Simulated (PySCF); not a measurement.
Working out the ionisation energy of Pt

Pt [Xe] 4f14 5d9 6s1 (3D) → Pt+ [Xe] 4f14 5d9 (2D). All numbers are calculated (PySCF 2.14, scalar relativity through the core potential, in cc-pVDZ-PP with ECP60MDF). Frozen: 5s2 5p6. Energies in hartree (1 hartree = 27.21139 eV):

```tsv
part	Pt (lower)	Pt+ (upper)
UHF	-118.512616	-118.234179
MP2 opposite-spin	-0.155183	-0.131808
MP2 same-spin	-0.087864	-0.071206
```

Q: What does Hartree-Fock give?

A: (-118.234179) − (-118.512616) = 0.278437 hartree = 7.577 eV.

Q: What do MP2 and SCS-MP2 (6/5 opposite-spin, 1/3 same-spin) give?

A: The opposite-spin parts differ by 0.636 eV and the same-spin parts by 0.453 eV. MP2: 7.577 + (0.636) + (0.453) = 8.666 eV. SCS-MP2: 7.577 + 1.2 × (0.636) + (0.453)/3 = 8.491 eV.

Reference: 8.959 eV (measured; NIST Atomic Spectra Database, ionization energies), between the lowest levels; spin-orbit coupling is absent from the calculation.

A double-zeta basis recovers only part of the correlation energy.

What remains against the reference includes basis incompleteness, the frozen core and correlation beyond second order.
